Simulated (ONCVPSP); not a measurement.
In, ONCV: configuration errors across variants

| Item | Value |
| --- | --- |
| Element | In (Z = 49) |
| Generator | ONCVPSP 4.0.1 |
| Type | optimised norm-conserving Vanderbilt (ONCV) |
| Functional | LDA (Perdew-Wang 92) |
| Relativity | scalar-relativistic |
| Frozen core | [Kr] 4d10 |
| Valence charge | 3 |
| Reference configuration | 5s2 5p1 |
| Partial waves | 5s: rc 2.05 bohr, ncon 4, nbas 7, qcut 3.1 1/bohr, local; 5p: rc 2.85 bohr, ncon 3, nbas 6, qcut 3.3 1/bohr, 2 projectors, debl 1.3 Ha |
| Local potential | the s channel |
| Core correction | Teter function, fcfact 2, rcfact 1.65 |

All-electron excitation energies from the reference (eV): (1) 5s2 5p0 5.589; (2) 5s1 5p0 25.244; (3) 5s2 5p0.5 2.043; (4) 5s1 5p1 12.285.

3 further variants failed, have other tests or too few solved ones, and are left out.

A true bound ghost makes a file unfit for plane-wave use even where its test errors are small: the radial tests pick states by their node count and pass the ghost by.

Errors AE − PS in meV (a dash: test not solved or not reliable):

| change | (1) | (2) | (3) | (4) | bound ghosts | GHOST(+) flags above zero |
| --- | --- | --- | --- | --- | --- | --- |
| base | -43 | -246 | -7.8 | -43 | none | none |
| core correction Teter function, fcfact 1.3, rcfact 1.65 | -27 | -147 | -5.0 | -24 | none | none |
| p: rc 2.05, qcut 4.6 | -42 | -238 | -7.8 | -46 | p | none |
| s: nproj 1; local potential polynomial inside 1.85 bohr (lpopt 3, dvloc0 1 Ha) | -42 | -240 | -7.6 | -41 | none | none |
| p: rc 3.58 | -48 | -265 | -8.6 | -38 | none | p |
| s: rc 2.8 | -40 | -250 | -7.3 | -53 | none | none |
| core correction Teter function, fcfact 2, rcfact 1.02 | +11 | +92 | +1.7 | +16 | none | none |

Task: Give the same row for: core correction Teter function, fcfact 3.25, rcfact 1.15.

Result: +5.8, +13, +0.9, -3.6; bound ghosts: none; GHOST(+) flags above zero: none.
